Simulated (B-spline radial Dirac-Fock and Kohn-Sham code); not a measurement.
Elastic and transport cross sections of titanium for electrons

The computed values come from a radial B-spline solver: relativistic (Dirac) partial waves in the static field of the Dirac-Fock atom with Furness-McCarthy exchange, without polarisation or absorption potentials. σ_tr1 and σ_tr2 weight the cross section with 1 − P₁ and 1 − P₂ of cos θ; "backward" is the share scattered beyond 90°.

```tsv
energy (eV)	σ (a₀²)	σ_tr1 (a₀²)	σ_tr2 (a₀²)	σ/σ_tr1	backward (%)
1560	5.63	0.465	0.761	12.1	2.5
1680	5.37	0.417	0.696	12.9	2.3
1880	4.99	0.352	0.606	14.2	2.0
2000	4.79	0.321	0.560	14.9	1.9
2030	4.74	0.314	0.550	15.1	1.8
2540	4.08	0.224	0.412	18.2	1.4
3000	3.63	0.173	0.329	21.0	1.1
3850	3.04	0.117	0.233	26.0	0.81
5000	2.51	0.0770	0.160	32.6	0.57
5620	2.30	0.0637	0.135	36.1	0.49
6620	2.03	0.0488	0.105	41.6	0.39
7270	1.89	0.0418	0.0912	45.1	0.35
8340	1.69	0.0333	0.0737	50.9	0.29
8540	1.66	0.0320	0.0711	52.0	0.28
9040	1.59	0.0291	0.0650	54.6	0.26
9660	1.51	0.0260	0.0585	57.9	0.24
9830	1.48	0.0253	0.0569	58.8	0.24
10000	?	?	?	?	?
15000	1.05	0.0123	0.0288	85.3	0.14
15600	1.02	0.0115	0.0270	88.3	0.13
20000	0.825	0.00749	0.0179	110	0.098
20500	0.808	0.00718	0.0172	113	0.095
```

Q: Fill in the row for 10 keV.

A: σ = 1.46 a₀², σ_tr1 = 0.0245 a₀², σ_tr2 = 0.0554 a₀², σ/σ_tr1 = 59.7, backward 0.23 %. The ratio σ/σ_tr1 is roughly the number of elastic collisions that randomise the direction.
